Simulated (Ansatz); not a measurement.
Reaction (formal exchange of groups at a C–Ge bond): `[CH3][Ge]([CH3])([CH3])[Cl]` + `CC1CO1` → `CC1(C)CO1` + `[CH3][GeH]([CH3])[Cl]`

Computed with Ansatz on PBE0-D4/def2-TZVP structures; ΔE is electronic, products minus reactants. CCSD(T)/CBS is the MP2 limit (def2-TZVPP, def2-QZVPP) plus CCSD(T) − MP2 in def2-TZVPP, frozen cores. DFT in def2-TZVPP. B3LYP here is the variant with VWN-RPA as its local correlation; programs differ in this. For Ge outer-core shells are correlated without core-valence functions, which leaves a few kJ/mol of doubt a bond. Scalar relativity is left out up to krypton.

```csv
level,ΔE (kJ/mol)
r2SCAN,20.3
B3LYP,20.9
```

**Question.** What does CCSD(T)/CBS give? (Best estimate.)

**Answer.** Computed: +21.3 kJ/mol. The listed levels differ from it by -1.0, -0.4 kJ/mol.

Largest T1 diagnostic among the species: 0.011.

In def2-TZVPP, CCSD(T) changes the Hartree–Fock value by +4.9 kJ/mol (the triples alone add +0.1 kJ/mol) and MP2 by +7.0 kJ/mol.
